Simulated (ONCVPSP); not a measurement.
Before and after: ONCV potential for Pt (Z = 78)

```json
{
 "Element": "platinum",
 "Generator": "ONCVPSP 4.0.1",
 "Type": "optimised norm-conserving Vanderbilt (ONCV)",
 "Functional": "revPBE",
 "Relativity": "scalar-relativistic",
 "Frozen core": "[Kr] 4d10 4f14 5s2",
 "Valence charge": "16",
 "Reference configuration": "5p6 5d9 6p1",
 "Partial waves": "s scattering state at 0.07 Ha: rc 2.20 bohr, ncon 5, nbas 9, qcut 2.6 1/bohr, 2 projectors, debl 2.3 Ha; 5p+6p: rc 2.05 bohr, ncon 5, nbas 9, qcut 8 1/bohr, 2 projectors; 5d: rc 2.20 bohr, ncon 3, nbas 8, qcut 8.3 1/bohr, 2 projectors, debl 3.3 Ha; f scattering state at 0.2 Ha: rc 2.05 bohr, ncon 3, nbas 8, qcut 4.9 1/bohr, 2 projectors, debl 3.3 Ha",
 "Local potential": "polynomial inside 1.40 bohr (lpopt 3, dvloc0 1 Ha)",
 "Core correction": "polynomial model core, fcfact 0.75"
}
```

In the s channel the program set the typed energies aside and used 0.050, 2.350 Ha.

Change: s: qcut 1.9; p: qcut 5.8; d: qcut 6.1; f: qcut 3.6.

Cutoffs: the cutoffs (Ha) at which the residual kinetic energy of the hardest occupied pseudo-wave falls to 1 and 0.1 mHa per electron; they do not see the model core or the augmentation charge, which bear on the density cutoff. Errors are all-electron minus pseudo energies relative to the spin-unpolarised reference configuration.

Problem. What does the change do?

Solution. The potential gets softer (19 Ha and 22 Ha → 14 Ha and 17 Ha); the lowest positive-energy flag moves from s at 8.4 eV to s at 18.7 eV; of the 4 tests that both files solve, the error grows in 1 and shrinks in 2 by more than 15 % and 0.3 meV (median size 10.2 → 6.4 meV); the range in which the s phases agree narrows (upper end 4.1 → 0.7); the range in which the d phases agree narrows (upper end at the end of the scan → 1.4); neither file shows a bound ghost.

```tsv
quantity	base	changed
cutoff, loose	19 Ha	14 Ha
cutoff, tight	22 Ha	17 Ha
loose cutoff by channel	p 15 Ha, d 19 Ha	p 14 Ha, d 14 Ha
bound ghosts	none	none
GHOST(+) flags under 300 eV	s at 8.4 eV	s at 18.7 eV
error for 5p6 5d9 6s1 6p0, meV [ΔE -5.02 eV]	+14	+8.8
error for 5p6 5d9 6p0, meV [ΔE 4.05 eV]	-2.0	-1.8
error for 5p6 5d8 6p0, meV [ΔE 23.93 eV]	-6.1	-10
error for 5p6 5d8 6s2 6p0, meV [ΔE -3.99 eV]	-17	+4.1
s: phases at 2.23 bohr within 0.05 rad from the reference energy up to (Ha; the scan ends near 5)	4.1	0.7
p: phases at 2.08 bohr within 0.05 rad from the reference energy up to (Ha; the scan ends near 5)	to the end of the scan	to the end of the scan
d: phases at 2.23 bohr within 0.05 rad from the reference energy up to (Ha; the scan ends near 5)	to the end of the scan	1.4
f: phases at 2.08 bohr within 0.05 rad from the reference energy up to (Ha; the scan ends near 5)	n/a	n/a
rms error of d²Exc/dni dnj with the model core, mHa	0.79	0.81
```

Base: The cutoffs count occupied waves only; projector 2 of the f channel, the hardest unoccupied one, needs 66 Ha at the loose tolerance. Changed file: The cutoffs count occupied waves only; projector 2 of the s channel, the hardest unoccupied one, needs 53 Ha at the loose tolerance.
